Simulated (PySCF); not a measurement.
Computed Raman spectrum (relative Raman activity) of a molecule C3H6F2Si. Geometry: PBE0-D3(BJ)/def2-SVP. The values are those of a single conformer. Calculation: PBE0-D3(BJ)/def2-SVP (PySCF). Frequencies are harmonic and unscaled.

Lines under 2 % of the strongest are left out, and lines within 2 cm⁻¹ are merged.

ν (cm⁻¹): 504 (vw), 625 (vw), 702 (vw), 750 (w), 812 (w), 840 (vw), 932 (w), 958 (w), 988 (vw), 1020 (vw), 1047 (vw), 1173 (vw), 1232 (w), 1313 (vw), 1397 (w), 1483 (vw), 2263 (vs), 2272 (m), 3150 (s), 3169 (s), 3195 (s), 3252 (m) (against the strongest line: vs over 80 %, s over 45 %, m over 15 %, w over 4 %, vw less)

### Question
Which structure fits?
A. F[SiH](F)C1CC1
B. F[SiH2][C@@H]1C[C@@H]1F
C. F[C@H]1C[Si@@H](F)C1
D. C=C(F)[SiH2]CF

### Answer
B, F[SiH2][C@@H]1C[C@@H]1F
